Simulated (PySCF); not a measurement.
diboron dicarbonyl (C₂B₂O₂), SMILES [B-](C#[O+])#[B-]C#[O+].

Coordinates come from a PBE0-D3(BJ)/def2-SVP optimisation.

The numbers are results of TDA-B3LYP/def2-SVPD in PySCF, not measurements.

Vertical excitations; the highest root listed may be one member of a degenerate set. Isolated molecule, no solvent. State labels are in the subgroup D2h.

Computed UV-visible absorptions:
| state | symmetry | energy (eV) | λ (nm) | f | main pairs |
|---|---|---|---|---|---|
| S1 | Au | 1.40 | 884 | 0.000 | HOMO→LUMO+1 50 %, HOMO−1→LUMO 50 % |
| S2 | B1u | 1.56 | 797 | 0.000 | HOMO→LUMO, HOMO−1→LUMO+1 (degenerate set) |
| S3 | Au | 1.56 | 797 | 0.000 | HOMO−1→LUMO, HOMO→LUMO+1 (degenerate set) |
| S4 | B1g | 5.05 | 245 | 0.000 | HOMO→LUMO+2 50 %, HOMO−1→LUMO+3 50 % |
| S5 | B1g | 5.17 | 240 | 0.000 | HOMO−1→LUMO+3, HOMO→LUMO+2 (degenerate set) |
| S6 | Ag | 5.17 | 240 | 0.000 | HOMO−1→LUMO+2, HOMO→LUMO+3 (degenerate set) |
| S7 | B3u | 5.78 | 215 | 0.070 | HOMO→LUMO+4 (degenerate set) |
| S8 | B2u | 5.78 | 215 | 0.070 | HOMO−1→LUMO+4 (degenerate set) |
| S9 | B2g | 6.29 | 197 | 0.000 | HOMO→LUMO+5 (degenerate set) |
| S10 | B3g | 6.29 | 197 | 0.000 | HOMO−1→LUMO+5 (degenerate set) |
| T1 | B1u | 0.83 | 1487 | 0 | HOMO→LUMO 50 %, HOMO−1→LUMO+1 50 % |
| T2 | B1u | 1.04 | 1191 | 0 | HOMO−1→LUMO+1, HOMO→LUMO (degenerate set) |
| T3 | Au | 1.04 | 1191 | 0 | HOMO→LUMO+1, HOMO−1→LUMO (degenerate set) |
| T4 | Au | 1.40 | 884 | 0 | HOMO−1→LUMO 50 %, HOMO→LUMO+1 50 % |
Triplets are in the Tamm–Dancoff approximation.
